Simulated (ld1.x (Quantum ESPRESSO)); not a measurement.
# Logarithmic derivatives: Sc (Z = 21), PAW

Sc, PAW, made with ld1.x (Quantum ESPRESSO) 7.5 (PBEsol, scalar-relativistic). Core [Ar], reference 3d1 4s0 4p0 (charge +2). Waves: 4s (bound, empty): rcut 2.25, rcutus 2.80 bohr; 4s channel at 0.8 Ry: rcut 2.25, rcutus 2.80 bohr; 4p (bound, empty): rcut 2.65, rcutus 2.80 bohr; 4p channel at -0.5 Ry: rcut 2.65, rcutus 2.80 bohr; 3d (bound): rcut 2.75, rcutus 3.25 bohr; 3d channel at -1 Ry: rcut 2.75, rcutus 3.25 bohr. Local part: all-electron potential smoothed inside 2.50 bohr (lloc = -1). Core correction: Bessel-smoothed model core inside 1.85 bohr. Augmentation charge: GAUSS, radius 1.85 bohr.

The phase is arctan(r·u′/u) with u = r·R(r), unwrapped; energies in Ry, scanned from -3 to 5 Ry. A pole is an energy at which the radial function vanishes at the test radius. The pseudo phase is shifted by a multiple of π to meet the all-electron one at the reference energy, and phase errors are pseudo minus all-electron; the curves can meet again beyond the range given. Levels narrower than the energy grid can be missing from the lists of poles.

Q: For each channel, where are the poles, and over which energies does the pseudopotential scatter like the atom?

A:

| channel | radius (bohr) | reference energy (Ry) | poles, all-electron | poles, pseudo | unbroken range about the reference energy with phases within 0.05 rad | phase error 1 Ry above the reference energy (rad) |
| --- | --- | --- | --- | --- | --- | --- |
| s | 3.53 | -1.15 | -0.40, 4.05 | -0.40, 2.11, 4.09 | below 1.5 | -0.000 |
| p | 3.53 | -0.85 | 0.23, 4.70 | 0.24 | below 1.4 | +0.003 |
| d | 3.53 | -1.31 | -1.24, 1.31 | -1.24, 1.02 | below -0.3 | -0.030 |

Phases in the d channel:

| E (Ry) | all-electron | pseudo |
| --- | --- | --- |
| -3.00 | 1.377 | 1.376 |
| -2.76 | 1.364 | 1.363 |
| -2.52 | 1.349 | 1.347 |
| -2.28 | 1.328 | 1.327 |
| -2.04 | 1.300 | 1.299 |
| -1.80 | 1.252 | 1.251 |
| -1.56 | 1.129 | 1.128 |
| -1.32 | -1.117 | -1.117 |
| -1.08 | -1.768 | -1.768 |
| -0.84 | -1.895 | -1.895 |
| -0.60 | -2.031 | -2.034 |
| -0.36 | -2.283 | -2.303 |
| -0.12 | -2.922 | -3.044 |
| 0.12 | -3.880 | -4.027 |
| 0.36 | -4.321 | -4.413 |
| 0.60 | -4.504 | -4.574 |
| 0.84 | -4.601 | -4.664 |
| 1.08 | -4.665 | -4.728 |
| 1.32 | -4.713 | -4.780 |
| 1.56 | -4.755 | -4.831 |
| 1.80 | -4.794 | -4.886 |
| 2.04 | -4.838 | -4.956 |
| 2.28 | -4.891 | -5.058 |
| 2.52 | -4.969 | -5.232 |
| 2.76 | -5.109 | -5.596 |
| 3.00 | -5.448 | -6.344 |
| 3.24 | -6.437 | -7.032 |
| 3.48 | -7.257 | -7.350 |
| 3.72 | -7.524 | -7.503 |
| 3.96 | -7.641 | -7.591 |
| 4.20 | -7.706 | -7.647 |
| 4.44 | -7.749 | -7.687 |
| 4.68 | -7.780 | -7.716 |
| 4.92 | -7.805 | -7.740 |
